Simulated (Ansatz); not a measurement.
Relaxation of BrCl₃GeH₂ (7 atoms, charge 0, multiplicity 1), to a largest force component of 0.03 eV/Å in at most 50 steps.

All numbers below come from RKS B3LYP/def2-SVP (Ansatz 0.2.0).

```xyz
7
Properties=species:S:1:pos:R:3:forces:R:3
Ge 0.182 0.000 -0.140 0.12 0.00 0.01
H 0.043 0.000 1.400 0.19 0.00 -0.29
Cl 2.277 0.000 -0.663 -0.02 0.00 0.02
Cl -0.719 1.773 -0.975 0.06 -0.09 0.01
Cl -0.719 -1.773 -0.975 0.06 0.09 0.01
Br -2.971 0.000 1.617 1.12 0.00 0.82
H -1.614 0.000 2.262 -1.53 0.00 -0.57
```

Q: Where does it end, and by what steps?

A: The run converged. The force dipped under the threshold on the way, but the program's further checks kept it going. After 15 steps the energy has fallen by 0.239 eV; H7 moved furthest, 1.60 Å.

```
step  energy less start (eV)  largest force component (eV/Å)  accepted
   0                  0.0000                           1.529       yes
   1                 -0.1499                           0.316       yes
   2                 -0.1810                           0.123       yes
   3                 -0.1997                           0.075       yes
   4                 -0.2099                           0.077       yes
   5                 -0.2138                           0.378       yes
   6                 -0.2224                           0.230       yes
   7                 -0.2341                           0.048       yes
   8                 -0.2345                           0.070       yes
   9                 -0.2366                           0.042       yes
  10                 -0.2338                           0.429        no
  11                 -0.2378                           0.016       yes
  12                 -0.2380                           0.104       yes
  13                 -0.2378                           0.131        no
  14                 -0.2386                           0.026       yes
  15                 -0.2387                           0.021       yes
```

```xyz
7
Properties=species:S:1:pos:R:3
Ge 0.461 0.000 -0.424
H 0.273 0.000 1.094
Cl 2.562 0.000 -0.914
Cl -0.441 1.752 -1.297
Cl -0.441 -1.752 -1.297
Br -3.160 0.000 1.994
H -2.774 0.000 3.370
```

Time of the run: 55 s on 4 threads of Arm Neoverse V1, with other jobs on the host, peak memory 0.4 GiB.
